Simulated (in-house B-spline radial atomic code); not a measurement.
Inner levels of gallium as electrons are removed. A shift is the extra binding of the orbital against the neutral atom ([Ar] 3d10 4s2 4p1/2(1)). The density at the nucleus is averaged over the nuclear charge. Computed with a B-spline radial code for spherical atoms: Dirac-Hartree-Fock, jj configuration that fills j = l - 1/2 first, finite nuclei.

A number in brackets counts the electrons of a j subshell.

```json
{"ion": "Ga22+", "configuration": "[He] 2s2 2p1/2(2) 2p3/2(3)", "shift of 1s1/2 (eV)": "1062.63", "radius of 1s1/2 (bohr)": "0.048491", "Σ<r²> (bohr²)": "0.31472", "change of density at nucleus (bohr⁻³)": "-194.76"}
{"ion": "Ga23+", "configuration": "[He] 2s2 2p1/2(2) 2p3/2(2)", "shift of 1s1/2 (eV)": "?", "radius of 1s1/2 (bohr)": "?", "Σ<r²> (bohr²)": "?", "change of density at nucleus (bohr⁻³)": "?"}
{"ion": "Ga24+", "configuration": "[He] 2s2 2p1/2(2) 2p3/2(1)", "shift of 1s1/2 (eV)": "1398.08", "radius of 1s1/2 (bohr)": "0.048383", "Σ<r²> (bohr²)": "0.22013", "change of density at nucleus (bohr⁻³)": "-9.7248"}
{"ion": "Ga25+", "configuration": "[He] 2s2 2p1/2(2)", "shift of 1s1/2 (eV)": "1572.25", "radius of 1s1/2 (bohr)": "0.048324", "Σ<r²> (bohr²)": "0.17699", "change of density at nucleus (bohr⁻³)": "87.487"}
{"ion": "Ga26+", "configuration": "[He] 2s2 2p1/2(1)", "shift of 1s1/2 (eV)": "1754.08", "radius of 1s1/2 (bohr)": "0.048259", "Σ<r²> (bohr²)": "0.1372", "change of density at nucleus (bohr⁻³)": "179.54"}
{"ion": "Ga27+", "configuration": "[He] 2s2", "shift of 1s1/2 (eV)": "?", "radius of 1s1/2 (bohr)": "?", "Σ<r²> (bohr²)": "?", "change of density at nucleus (bohr⁻³)": "?"}
{"ion": "Ga28+", "configuration": "[He] 2s1", "shift of 1s1/2 (eV)": "2102.45", "radius of 1s1/2 (bohr)": "0.048183", "Σ<r²> (bohr²)": "0.052113", "change of density at nucleus (bohr⁻³)": "-1144.81"}
{"ion": "Ga29+", "configuration": "1s2", "shift of 1s1/2 (eV)": "2267.12", "radius of 1s1/2 (bohr)": "0.048148", "Σ<r²> (bohr²)": "0.0062185", "change of density at nucleus (bohr⁻³)": "-2626.64"}
{"ion": "Ga30+", "configuration": "1s1", "shift of 1s1/2 (eV)": "2799.86", "radius of 1s1/2 (bohr)": "0.047551", "Σ<r²> (bohr²)": "0.0030281", "change of density at nucleus (bohr⁻³)": "-14904"}
```

Fill in the row of Ga23+.

shift of 1s1/2 (eV): 1228.2; radius of 1s1/2 (bohr): 0.048438; Σ<r²> (bohr²): 0.26597; change of density at nucleus (bohr⁻³): -103.8.

Fill in the row of Ga27+.

shift of 1s1/2 (eV): 1940.49; radius of 1s1/2 (bohr): 0.04819; Σ<r²> (bohr²): 0.099822; change of density at nucleus (bohr⁻³): 274.15.
